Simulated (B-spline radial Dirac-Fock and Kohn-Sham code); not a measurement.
# Dipole and non-dipole photoemission parameters of F 1s

System: neutral fluorine in the configuration [He] 2s2 2p5; threshold 696.7 eV (tabulated edge). Method: Dirac-Hartree-Slater photoionisation with a Latter tail; cross sections with all multipoles, angular parameters from the dipole term and its interference with E2. Computed with a radial atomic solver.

For linearly polarised light dσ/dΩ = σ/(4π) [1 + β P₂(cos θ) + (δ + γ cos²θ) sin θ cos φ], with θ from the polarisation vector and φ the angle between the beam and the projection of the electron momentum on the plane normal to the polarisation.

```
hν (eV)  σ (kb)      β      γ
    800     306  2.000  0.051
 1253.6    97.5  2.000  0.400
   2010    27.1  2.000  0.727
   2560    13.7  2.000  0.904
   2720       ?      ?      ?
 2984.4    8.83  2.000  1.021
   3290    6.66  2.000  1.099
   3610    5.08  2.000  1.176
   3820    4.30  2.000  1.225
   4000    3.75  2.000  1.265
   5280    1.64  2.000  1.517
   5710    1.30  2.000  1.594
   6080    1.07  2.000  1.657
   7820   0.497  2.000  1.926
 9251.7   0.296  2.000  2.123
  12500   0.116  2.000  2.513
  13700  0.0869  2.000  2.643
  15000  0.0653  2.000  2.777
```

Q: Give the values at 2720 eV.

A: σ = 11.5 kb, β = 2.000, γ = 0.949. For an s subshell δ is negligible.
